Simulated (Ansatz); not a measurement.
Compare A (`COCC[SiH3]`) with its isomer B (`CCO[SiH2]C`).

Computed with Ansatz on PBE0-D4/def2-TZVP structures; ΔE is electronic, products minus reactants. CCSD(T)/CBS is the MP2 limit (def2-TZVPP, def2-QZVPP) plus CCSD(T) − MP2 in def2-TZVPP, frozen cores. DFT in def2-TZVPP. B3LYP here is the variant with VWN-RPA as its local correlation; programs differ in this. Each species was taken in one conformer, which may not be the lowest.

Problem. Which isomer does CCSD(T)/CBS put lower? Give the gap. (An estimate is asked.)

Solution. Ansatz gave: B, by 44.2 kcal/mol.

Problem. Give E(B) − E(A) in kcal/mol with BLYP-D4, ωB97M-V, B2PLYP, HF/def2-TZVPP, B3LYP, r2SCAN-D4, CCSD(T)/def2-TZVPP. (Estimate.)

Solution. Ansatz gave: BLYP-D4 -42.4, ωB97M-V -43.7, B2PLYP -44.3, HF/def2-TZVPP -45.4, B3LYP -43.5, r2SCAN-D4 -43.9, CCSD(T)/def2-TZVPP -43.3. None reverses the order clearly.

Problem. Does the order hold for the free energy at 298.15 K (harmonic terms from PBE0-D4)? (Estimate.)

Solution. The calculation gave: Yes: G(B) − G(A) = -44.0 kcal/mol, for one conformer each. Modes under 60 cm⁻¹, often nearly free rotors, make the harmonic entropy too high.

Largest T1 diagnostic: 0.010.

Leaving LDA and LC-ωPBE aside and taking each functional with its dispersion term where it has one, the values, not all of them listed here, spread over 4.6 kcal/mol, from BHLYP-D4 to revPBE-D4. From PBE to PBE0 (25 % exact exchange), in def2-TZVPP and without D4, E(B) − E(A) moves by −1.3 kcal/mol.
